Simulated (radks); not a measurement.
Species: Fe14+. Configuration: [Ne] 3s2. Method: scalar-relativistic Kohn-Sham, PBE, spin-polarised, spherical densities, finite nucleus; Fermi nuclear charge, rms radius 3.7377 fm; computed with a radial shooting solver on a logarithmic mesh with Libxc functionals.

Unscreened Slater integrals over Kohn-Sham orbitals (eV). They are taken over the spin-up orbitals.

integral,value
"F0(3s,3s)",35.804
"F0(3s,2p)",46.989
"G1(3s,2p)",4.6521
"F0(3s,2s)",46.099
"G0(3s,2s)",3.6900
"F0(3s,1s)",53.129
"G0(3s,1s)",2.3585
"F0(2p,2p)",107.08
"F2(2p,2p)",50.580
"F0(2p,2s)",98.718
"G1(2p,2s)",56.954
"F0(2p,1s)",146.78
"G1(2p,1s)",24.957
"F0(2s,2s)",93.321
"F0(2s,1s)",131.14
"G0(2s,1s)",12.056
"F0(1s,1s)",438.13
